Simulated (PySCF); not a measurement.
All values below come from PBE-D3(BJ)/def2-TZVP // TPSS-D3(BJ)/def2-SVP (PySCF). All species are isolated molecules in the gas phase. 

Reference species: [Cd(Cl)2] (neutral, multiplicity 1).

```yaml
LUMO: -3.23 eV
charge on the central atom (Mulliken): 0.74 e
coordination_number: 2
```

Changed species: [Cd(F)2] (2 of 2 Cl replaced by F; the reference has 0 of 2 Cl replaced by F).

Question: What does the change do to the LUMO, charge on the central atom (Mulliken) and coordination number?

Answer: the LUMO decreases by 0.18 eV, to -3.41 eV; the charge on the central atom (Mulliken) rises by 0.25 e, to 0.99 e; the coordination number is nearly the same.
